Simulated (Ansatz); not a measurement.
Process, species as SMILES: [GeH3][GeH2][GeH2][GeH2][GeH3] + 4 [H][H] (H2) -> 5 [GeH4] (GeH4)
Structures are relaxed separately at B3LYP-D3(BJ)/def2-TZVP in Ansatz (a first-principles code), one conformer each, not searched for the lowest.
Geometry of the first species:
```
Ge
H 1 1.5426
H 1 1.5426 2 107.63
Ge 1 2.4400 2 109.78 3 118.28
H 4 1.5425 1 109.18 2 66.13
H 4 1.5426 5 107.31 1 -117.60
Ge 4 2.4381 5 109.86 6 -119.29
H 7 1.5391 4 109.81 5 -61.76
H 7 1.5392 8 108.46 4 119.95
H 7 1.5397 8 108.67 9 117.97
Ge 1 2.4412 2 111.04 3 -119.66
H 11 1.5421 1 109.11 2 -51.70
H 11 1.5425 12 107.82 1 -120.45
Ge 11 2.4381 12 109.33 13 -119.86
H 14 1.5390 11 109.64 12 -55.34
H 14 1.5393 15 108.71 6 178.69
H 14 1.5394 15 108.35 16 -117.91
```
Charge 0, spin multiplicity 1.

Property: energy of full hydrogenation (electronic energy difference), in kcal/mol. Correlated levels leave the core frozen unless marked. No spin-orbit coupling. The frozen core is the preceding noble-gas configuration, with the filled d and f shells of earlier blocks. No relativistic terms. CBS(X,Y): correlation extrapolated as X^-3; Hartree-Fock from the larger set.

```tsv
level	program	energy of full hydrogenation (kcal/mol)	minus last row
r2SCAN/def2-TZVPD	Ansatz	16.2	2.6
LC-wPBE-D4/def2-TZVPD	Ansatz + dftd4	12.3	-1.3
wB97X-V/def2-TZVPD	Ansatz	10.1	-3.5
MP2/cc-pVDZ	Ansatz	3.5	-10.1
SCS-MP2/cc-pVTZ	Ansatz	6.7	-6.9
CCSD/6-31G	Ansatz	26.5	12.9
CCSD(T)/CBS(cc-pVTZ,cc-pVQZ)	Ansatz	13.6	0.0
```
